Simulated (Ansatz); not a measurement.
Program: Ansatz. Geometries: PBE0-D4/def2-TZVP. ΔE: electronic, gas phase. CCSD(T)/CBS is the MP2 limit (def2-TZVPP, def2-QZVPP) plus CCSD(T) − MP2 in def2-TZVPP, frozen cores. This one scheme is used for every species. Functionals use def2-TZVPP. B3LYP here is the variant with VWN-RPA as its local correlation; programs differ in this. One conformer a species, not always the lowest.

`C=[C](Cl)[AlH][SiH3]` + `[SiH3]S` → `C=C(Cl)S[SiH3]` + `[AlH2][SiH3]`  (substitution at a C–Al bond)

| level | ΔE (kJ/mol) | difference from CCSD(T)/CBS |
| --- | --- | --- |
| PBE-D4 | 57.3 | -9.1 |
| r2SCAN-D4 | 63.2 | -3.2 |
| PBE0-D4 | 61.1 | -5.3 |
| B3LYP-D4 | 62.7 | -3.7 |
| ωB97X-V | 63.4 | -3.0 |
| ωB97M-V | 65.6 | -0.8 |
| B2PLYP | 67.4 | 1.0 |
| PBE | 61.1 | -5.3 |
| r2SCAN | 63.9 | -2.5 |
| PBE0 | 64.2 | -2.2 |
| B3LYP | 69.0 | 2.6 |
| HF/def2-TZVPP | 77.4 | 11.0 |
| MP2/def2-TZVPP | 62.6 | -3.8 |
| SCS-MP2/def2-TZVPP | 63.9 | -2.5 |
| CCSD/def2-TZVPP | 70.3 | 3.9 |
| CCSD(T)/def2-TZVPP | 67.6 | 1.2 |
| HF/def2-QZVPP | 77.7 | 11.3 |
| MP2/def2-QZVPP | 62.0 | -4.4 |
| SCS-MP2/def2-QZVPP | 63.6 | -2.8 |
| HF/CBS(def2) | 77.8 | 11.4 |
| MP2/CBS(def2) | 61.3 | -5.1 |
| CCSD/CBS(def2) | 69.1 | 2.7 |
| CCSD(T)/CBS | 66.4 | 0 |

Largest T1 diagnostic among the species: 0.012.

From PBE to PBE0 (25 % exact exchange), in def2-TZVPP and without D4, ΔE moves by +3.1 kJ/mol. The D4 term adds −6.4 kJ/mol with B3LYP and −3.1 kJ/mol with PBE0; it sums over pairs of atoms, weighted by their polarisabilities, and B3LYP, whose exchange is more repulsive, gets the larger term. In def2-TZVPP, CCSD(T) changes the Hartree–Fock value by −9.8 kJ/mol (the triples alone add −2.7 kJ/mol) and MP2 by −14.8 kJ/mol.
